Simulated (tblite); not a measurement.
C₅H₂BrFO₂ (charge -1 and doublet state).
Atom-mapped SMILES: `[O:1]=[C:2]1[CH2:3][C:4]([O-:5])[C:6]([F:7])=[C:8]1[Br:9]` (hydrogens: H10, H11 on C3)
Bond orders are those of one Lewis drawing.

Computed with GFN2-xTB (tblite), gas phase: L-BFGS steps from a force-field or distance-geometry start until the largest atomic force falls under 0.01 eV/Å.

Step 0: E = -783.0832 eV
```
atom  x, y, z in Å  |  force x, y, z in eV/Å
O1     -0.5235   -2.0147    1.0486    0.752   2.743  -2.193
C2     -0.2453   -0.9978    0.3373    0.303  -3.636   2.240
C3     -1.1464   -0.1682   -0.4898   -0.710  -0.013  -0.731
C4     -0.5675    1.2175   -0.2201   -0.633   0.529   5.093
O5     -1.0245    1.6295    1.0631    1.018  -0.004  -4.126
C6      0.8729    0.8845   -0.1546    0.614   2.245  -0.806
F7      1.8908    1.7535   -0.3926   -0.408   0.024   0.142
C8      1.0840   -0.3756    0.1715   -0.181  -1.858   0.386
Br9     2.7867   -1.2643    0.3654   -0.480   0.158   0.003
H10    -2.2030   -0.2490   -0.2070    0.304  -0.061  -0.294
H11    -0.9187   -0.4126   -1.5478   -0.578  -0.126   0.285
```

Step 1: E = -783.6326 eV
```
atom  x, y, z in Å  |  force x, y, z in eV/Å
O1     -0.5127   -1.9755    1.0172   -1.187  -3.900   2.282
C2     -0.2410   -1.0498    0.3693    2.119   3.768  -2.733
C3     -1.1566   -0.1684   -0.5002    0.203   0.032   0.090
C4     -0.5765    1.2251   -0.1473    0.914  -1.322   2.329
O5     -1.0100    1.6295    1.0041   -0.452   1.415  -1.305
C6      0.8817    0.9166   -0.1662   -0.527  -0.683  -0.119
F7      1.8850    1.7538   -0.3905    0.594   0.873  -0.064
C8      1.0814   -0.4021    0.1770   -0.863  -0.026  -0.313
Br9     2.7798   -1.2621    0.3655   -0.243   0.060  -0.005
H10    -2.1987   -0.2499   -0.2112   -0.099  -0.100  -0.231
H11    -0.9270   -0.4144   -1.5437   -0.459  -0.116   0.069
```

**Question.** Estimate the geometry and energy of step 2. (The exact step hangs on the optimiser's Hessian estimate; all steps are aligned on step 1, rigid shifts and turns removed.)

**Answer.** E = -783.9633 eV, largest force 3.388 eV/Å
```
atom  x, y, z in Å  |  force x, y, z in eV/Å
O1     -0.5218   -2.0037    1.0302   -0.085  -0.291  -0.353
C2     -0.2150   -1.0285    0.3515    0.733  -0.568   0.153
C3     -1.1585   -0.1681   -0.5036    0.245   0.511   0.230
C4     -0.5699    1.2131   -0.0901    1.902  -2.709  -0.044
O5     -1.0091    1.6456    0.9645   -1.700   2.732   1.059
C6      0.8793    0.9223   -0.1724   -0.370  -0.431  -0.359
F7      1.8893    1.7639   -0.3904    0.618   0.891  -0.053
C8      1.0704   -0.4136    0.1758   -0.463  -0.094  -0.455
Br9     2.7742   -1.2604    0.3655   -0.339   0.146   0.056
H10    -2.1980   -0.2514   -0.2156   -0.153  -0.159  -0.139
H11    -0.9357   -0.4165   -1.5412   -0.389  -0.029  -0.094
```

The energy changes by -0.3307 eV. The first-order estimate −F·Δx gives -0.5895 eV and the mean of the old and new forces, exact on a quadratic surface, -0.3326 eV. The step makes an angle of 36° with the force vector and moves no atom by more than 0.059 Å.

What follows is the cost of the whole relaxation. Time: 0.34 s of wall time. Hardware: Arm Neoverse V2, one thread, no GPU, shared host.
